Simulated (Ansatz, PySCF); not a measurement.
Input for PySCF:
```python
from pyscf import gto, scf, cc

mol = gto.Mole()
mol.atom = '''
    O     0.42300775   -0.34215206    1.57256308
    Si    0.20866731   -0.06562924    0.02728980
    O     0.05846469   -1.24648912   -1.02696932
    O     0.88574575    1.28293584   -0.46060890
    O    -1.56857171    0.38716528   -0.10415051
    H     0.19299341   -1.12049991    2.07780759
    H     0.74771201   -1.73532224   -1.47075513
    H     1.58940578    1.76807453   -0.03392037
    H    -1.81823817    1.30180993    0.09082315
    H    -2.02238704    0.05306761   -0.89268722
'''
mol.basis = 'sto-3g'
mol.charge = 1
mol.verbose = 4
mol.build()

mf = scf.RHF(mol)
mf.kernel()

mycc = cc.CCSD(mf, frozen=9)
mycc.kernel()
et = mycc.ccsd_t()
print('E(CCSD(T)) = %.10f' % (mycc.e_tot + et))
```

Q: Give the equivalent Ansatz (an electronic-structure program) input.

A: Several could match; the one computed here: 
Ansatz 0.2 input:
```yaml
crystal:
  periodic: [false, false, false]
  atoms:
    - {symbol: O, position_ang: [0.42300775, -0.34215206, 1.57256308]}
    - {symbol: Si, position_ang: [0.20866731, -0.06562924, 0.02728980]}
    - {symbol: O, position_ang: [0.05846469, -1.24648912, -1.02696932]}
    - {symbol: O, position_ang: [0.88574575, 1.28293584, -0.46060890]}
    - {symbol: O, position_ang: [-1.56857171, 0.38716528, -0.10415051]}
    - {symbol: H, position_ang: [0.19299341, -1.12049991, 2.07780759]}
    - {symbol: H, position_ang: [0.74771201, -1.73532224, -1.47075513]}
    - {symbol: H, position_ang: [1.58940578, 1.76807453, -0.03392037]}
    - {symbol: H, position_ang: [-1.81823817, 1.30180993, 0.09082315]}
    - {symbol: H, position_ang: [-2.02238704, 0.05306761, -0.89268722]}
basis:
  gaussian:
    orbitals: STO-3G
total_charge: 1
magnetization: {spin_polarized: false}
correlation: {method: ccsd_t, electrons: outside_noble_gas}
accuracy: high
```

Both were run: PySCF gave -584.005211 Eh and Ansatz -584.005211 Eh, 0.000 mEh apart.
